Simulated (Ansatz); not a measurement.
Question: Name a neutral molecule of F, Sb, Se and H with HOMO energy (PBE/def2-TZVPP) between -6.45 and -6.15 eV and HOMO–LUMO gap (B3LYP/def2-TZVPP) between 5.40 and 5.70 eV (Ansatz, PBE0-D4/def2-TZVP geometry).

Answer: `[F][SbH][SeH]` (-6.30 eV, 5.49 eV). Other molecules can fit too; these were computed, each in one conformer that needn't be the lowest.

B3LYP here is the variant with VWN-RPA as its local correlation; programs differ in this.
